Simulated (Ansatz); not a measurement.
C2H6Si (SMILES C[Si]C), singlet, at a GFN2-xTB geometry; CCSD/6-31G** (Ansatz, an electronic-structure program).

Here is a job for Ansatz.
Ansatz 0.2 input:
```yaml
crystal:
  periodic: [false, false, false]
  atoms:
    - {symbol: Si, position_ang: [-0.25781853, 0.11561357, 0.69927516]}
    - {symbol: C, position_ang: [0.74714689, 1.26727629, -0.47256628]}
    - {symbol: H, position_ang: [0.92573921, 2.24312512, -0.02482989]}
    - {symbol: H, position_ang: [0.22513318, 1.43369211, -1.41547096]}
    - {symbol: H, position_ang: [1.72091760, 0.83786826, -0.71036843]}
    - {symbol: C, position_ang: [-0.40578857, -1.42035160, -0.45329187]}
    - {symbol: H, position_ang: [0.57448304, -1.79226401, -0.75330936]}
    - {symbol: H, position_ang: [-0.95623279, -1.18077588, -1.36366825]}
    - {symbol: H, position_ang: [-0.92873070, -2.24178365, 0.03294363]}
basis:
  gaussian:
    orbitals: 6-31G__.json
magnetization: {spin_polarized: false}
correlation: {method: ccsd, diis_vectors: 2}
```
The basis file holds 6-31G** in the JSON format of the Basis Set Exchange.

Output, abridged:

```
Functional definition: HF
769 factors; integrals over basis functions are off by at most 9.1e-4 eV
mean field evaluation 1: about -10014.4642 eV, gradient 2.8e1 eV
mean field evaluation 2: about -10014.4680 eV, gradient 2.8e1 eV
mean field evaluation 4: about -10016.5797 eV, gradient 2.4e0 eV
mean field evaluation 8: about -10016.6108 eV, gradient 3.3e-5 eV
mean field evaluation 16: about -10016.6087 eV, gradient 7.1e-2 eV
mean field -10016.61081870 eV, -368.1036580844 hartree, gradient 1.4e-6 eV, S^2 0.000000; 0 other end points of the search recorded, 0 dependent functions left out; unrestricted orbitals would lower it
7 core orbitals not correlated
reference -10016.61081870 eV, -368.1036580844 hartree; 9, 9 occupied and 63, 63 virtual orbitals, 769 factors
second order -10.14234960 eV of doubles, -0.00000000 eV of singles
cycle   1  -11.01813320 eV  change   -8.8e-1 eV  update   7.8e-2
cycle   2  -11.38836510 eV  change   -3.7e-1 eV  update   2.9e-2
cycle   3  -11.43767808 eV  change   -4.9e-2 eV  update   1.1e-2
cycle   4  -11.43919946 eV  change   -1.5e-3 eV  update   4.1e-3
cycle   5  -11.43577096 eV  change    3.4e-3 eV  update   1.8e-3
cycle   6  -11.43432872 eV  change    1.4e-3 eV  update   6.7e-4
cycle   7  -11.43322980 eV  change    1.1e-3 eV  update   2.9e-4
cycle   8  -11.43284866 eV  change    3.8e-4 eV  update   1.3e-4
cycle   9  -11.43275986 eV  change    8.9e-5 eV  update   5.3e-5
cycle  10  -11.43271028 eV  change    5.0e-5 eV  update   2.9e-5
cycle  11  -11.43269433 eV  change    1.6e-5 eV  update   1.4e-5
Total energy: -10028.04351302 eV, -368.5238018516 hartree
```
